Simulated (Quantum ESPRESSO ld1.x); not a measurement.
The numbers below are computed, except where a source is named.
One sound ld1.x (Quantum ESPRESSO 7.5) input for neutral phosphorus gives E = -340.7871 hartree in 27 iterations:

```
 &input
    zed=15.0,
    iswitch=1,
    rel=1,
    dft='PZ',
    config='[Ne] 3s2 3p3',
    prefix='ld1',
    max_out_wfc=37,
    file_charge='ld1.rho',
 /
```

Changed or added lines, one case at a time, and what came of them:

- config='[Ne] 3s2 3p': refused. The program stops in el_config with "no occupancy field?": each term needs its occupation.
- rel=2 lsd=1: refused. The program stops in ld1_readin with "local spin density and spin-orbit not allowed": spin polarisation goes with rel = 0 or 1 alone.
- iswitch=7: refused. The program stops in ld1_readin with "wrong iswitch": iswitch takes 1 to 4.
- lsd=2: refused. The program stops in ld1_readin with "lsd not correct": lsd takes 0 or 1.
- dx=0.003: refused. The program stops in do_mesh with "ndmx is too small": the mesh holds 3500 points at most, so dx, xmin and rmax must fit that.
- config='[Cd] 3s2 3p3': refused. The program stops in el_config with "wrong core: Cd": the cores known are He, Ne, Ar, Kr, Xe, Hg and Rn.
- lsd=1 dft='BLYP': silently wrong. The run ends normally, but in this build (ld1.x 7.5) Etot and Exc of a spin-polarised run lack the gradient corrections of exchange and correlation and come out near their LSDA values (nitrogen, PBE: -54.132 hartree against -54.536 from two other codes). The eigenvalues and orbitals are those of the GGA; the energies must not be used.
